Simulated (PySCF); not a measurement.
Here is a computed PBE0-D3(BJ)/def2-SVP geometry (Å):
```
C 
C   1  1.3355
Ge  2  1.9449  1  124.05
Si  3  2.3839  2  110.57  1    -1.01
H   1  1.0964  2  122.26  3     0.24
H   1  1.0960  2  121.91  3  -179.79
H   2  1.0976  1  118.63  3   179.77
H   3  1.5447  2  109.37  1   120.55
H   3  1.5445  2  109.46  1  -122.71
H   4  1.4947  3  110.10  2  -174.41
H   4  1.4956  3  110.42  2    65.49
H   4  1.4958  3  110.36  2   -54.41
```
Z-matrix in Å and degrees, rows numbered from 1.

Neutral, closed shell.

Which heavy atoms are bonded, and with what formal order?

C1–C2 (double); C2–Ge3 (single); Ge3–Si4 (single). Hydrogens: H5, H6 on C1; H7 on C2; H8, H9 on Ge3; H10, H11, H12 on Si4.

Which species is it?

`C=[CH][GeH2][SiH3]`, C2H8GeSi. Among its features: C=C double bond and Si–H bond.

Classify the heavy atoms.

C1: terminal =CH2 carbon; C2: alkene CH carbon; Ge3: germanium bonded to C, Si and 2 H; Si4: SiH3 silicon.

What is the arrangement about Ge3?

It has 4 neighbours (C2, Si4, H8, H9) and is tetrahedral (angles from 106.8° to 110.6°).

What is the arrangement about C1?

It has 3 neighbours (C2, H5, H6) and is planar (angles 122.3°, 121.9° and 115.8°, sum 360.0°, 0.00 Å off the plane of its three neighbours).
